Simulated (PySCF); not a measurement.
# Substituent effects on chemical shifts

Parent skeleton `[SiH3:1][C:2]12[CH:3]=[CH:4][CH:5]1[CH:6]=[CH:7]2`; one hydrogen on atom 4 is replaced by X. Hydrogens on one atom are averaged.

Computational details: geometry: GFN2-xTB, σ from GIAO-PBE0/pcSseg-1, in PySCF 2.14.0 with density-fitted response routines (fast rotation and ring inversion assumed for equivalent nuclei, in vacuum, non-relativistic Hamiltonian, one computed conformer).

Scale: 29Si and 13C and 1H vs TMS (reference shieldings calculated alike).

Parent (X = H): Si1 -74.0, C2 51.8, C3 157.2, C4 150.3, C5 56.1, C6 150.3, C7 157.2, H(Si1) 4.07, H(C3) 7.02 ppm. Effects are Δδ = δ(X) − δ(H), positive for deshielding.

Task: Give Δδ (ppm) for X = SSiH3, C(S)CH3, CH2OH, OSiH3, CH2Cl, SCH3, CH=NMe, COCH3, CH2F.

Result: 
```csv
X,SMILES,Si1,C2,C3,C4,C5,C6,C7,H(Si1),H(C3)
SSiH3,[SiH3]SC1=C[C@@]2([SiH3])C=C[C@@H]12,+0.4,-3.6,-15.0,+6.1,+3.1,-1.6,-0.6,+0.00,-0.62
C(S)CH3,CC(=S)C1=C[C@@]2([SiH3])C=C[C@@H]12,+1.1,-4.3,+11.6,+9.9,-2.5,-0.5,+0.0,+0.07,+1.05
CH2OH,OCC1=C[C@@]2([SiH3])C=C[C@@H]12,-0.1,-4.4,-5.9,+15.8,+0.3,-0.9,+0.6,+0.01,-0.17
OSiH3,[SiH3]OC1=C[C@@]2([SiH3])C=C[C@@H]12,+2.4,-12.7,-37.2,+15.8,+0.6,-2.1,+3.3,+0.05,-1.56
CH2Cl,[SiH3][C@@]12C=C[C@@H]1C(CCl)=C2,-0.5,-4.2,-4.3,+9.5,-1.8,-1.5,+0.6,+0.02,-0.17
SCH3,CSC1=C[C@@]2([SiH3])C=C[C@@H]12,+0.3,-3.5,-20.1,+11.3,+0.1,-1.9,+0.4,+0.00,-0.84
CH=NMe,C/N=C/C1=C[C@@]2([SiH3])C=C[C@@H]12,+0.3,-3.9,+0.6,+10.4,-1.3,+1.1,-1.4,+0.01,+0.04
COCH3,CC(=O)C1=C[C@@]2([SiH3])C=C[C@@H]12,+0.9,-3.6,+8.3,+6.3,-0.9,-0.9,-0.7,+0.05,+0.67
CH2F,FCC1=C[C@@]2([SiH3])C=C[C@@H]12,+0.3,-3.3,-4.2,+9.8,-1.9,-1.2,-0.1,+0.04,-0.13
```

Task: Which position responds most, and to which substituents?

Result: C3: from -37.2 ppm with OSiH3 to +11.6 ppm with C(S)CH3.
